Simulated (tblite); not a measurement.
Compound: C4H6BFS.
Numbering: `[CH3:1][C:2]#[C:3][BH:4][S:5][CH2:6][F:7]` (hydrogens: H8, H9, H10 on C1; H11 on B4; H12, H13 on C6)

Computed with GFN2-xTB (tblite), gas phase: L-BFGS steps from a force-field or distance-geometry start until the largest atomic force falls under 0.01 eV/Å.

Step 10: E = -564.9723 eV
```
atom  x, y, z in Å  |  force x, y, z in eV/Å
C1      2.7791    0.3151    0.4471   -0.045   0.026   0.032
C2      1.5946   -0.1257   -0.2394   -0.106   0.040   0.004
C3      0.5576   -0.4275   -0.7915   -0.039   0.251  -0.011
B4     -0.7733   -0.6442   -1.4072   -0.077  -0.137  -0.020
S5     -2.1091   -1.4306   -0.3622   -0.009  -0.057  -0.286
C6     -2.4512    0.1130    0.5669    0.129  -0.211  -0.125
F7     -3.4393   -0.1093    1.4585    0.022   0.133   0.092
H8      3.6392   -0.2886    0.1447   -0.113   0.101   0.085
H9      2.6190    0.2319    1.5272    0.167  -0.007  -0.142
H10     2.9581    1.3632    0.1832    0.090  -0.169   0.070
H11    -1.0607   -0.2808   -2.4842    0.095  -0.177   0.013
H12    -1.5402    0.4121    1.0867   -0.007   0.108   0.197
H13    -2.7784    0.8720   -0.1474   -0.107   0.098   0.090
```

Step 11: E = -564.9870 eV
```
atom  x, y, z in Å  |  force x, y, z in eV/Å
C1      2.7832    0.3060    0.4464   -0.003   0.162   0.110
C2      1.5922   -0.1161   -0.2290   -0.287  -0.006  -0.095
C3      0.5365   -0.3773   -0.7656   -0.050   0.206  -0.124
B4     -0.7736   -0.6327   -1.4127   -0.175  -0.169   0.017
S5     -2.1125   -1.4248   -0.3699    0.001   0.003  -0.369
C6     -2.4528    0.1132    0.5739    0.225  -0.235  -0.226
F7     -3.4397   -0.1183    1.4633    0.066   0.185   0.091
H8      3.6418   -0.2925    0.1429   -0.056   0.020   0.046
H9      2.6251    0.2294    1.5245    0.182  -0.035  -0.038
H10     2.9572    1.3530    0.1815    0.146  -0.090   0.061
H11    -1.0555   -0.3202   -2.5107    0.174  -0.208   0.104
H12    -1.5318    0.4067    1.0815   -0.082   0.106   0.249
H13    -2.7743    0.8741   -0.1440   -0.141   0.060   0.174
```

Question: Estimate the geometry and energy of step 12. (The exact step hangs on the optimiser's Hessian estimate; all steps are aligned on step 11, rigid shifts and turns removed.)

Answer: E = -565.0082 eV, largest force 0.565 eV/Å
```
atom  x, y, z in Å  |  force x, y, z in eV/Å
C1      2.7864    0.2950    0.4456    0.017   0.272   0.154
C2      1.5845   -0.1025   -0.2159   -0.521  -0.041  -0.216
C3      0.5063   -0.3058   -0.7338   -0.035   0.108  -0.252
B4     -0.7751   -0.6208   -1.4202   -0.234  -0.170   0.056
S5     -2.1178   -1.4186   -0.3883    0.002   0.113  -0.396
C6     -2.4514    0.1098    0.5802    0.269  -0.192  -0.279
F7     -3.4377   -0.1262    1.4707    0.142   0.198   0.054
H8      3.6431   -0.2963    0.1422    0.029  -0.121  -0.038
H9      2.6374    0.2256    1.5200    0.158  -0.072   0.153
H10     2.9594    1.3375    0.1809    0.203   0.083   0.027
H11    -1.0450   -0.3771   -2.5435    0.279  -0.226   0.229
H12    -1.5228    0.4017    1.0798   -0.162   0.059   0.255
H13    -2.7716    0.8780   -0.1355   -0.145  -0.012   0.255
```

The energy changes by -0.0211 eV. The first-order estimate −F·Δx gives -0.0292 eV and the mean of the old and new forces, exact on a quadratic surface, -0.0204 eV. The step makes an angle of 74° with the force vector and moves no atom by more than 0.084 Å.

What follows is the cost of the whole relaxation. On Arm Neoverse V1, one thread, on a shared host, this took 0.69 s of wall time.
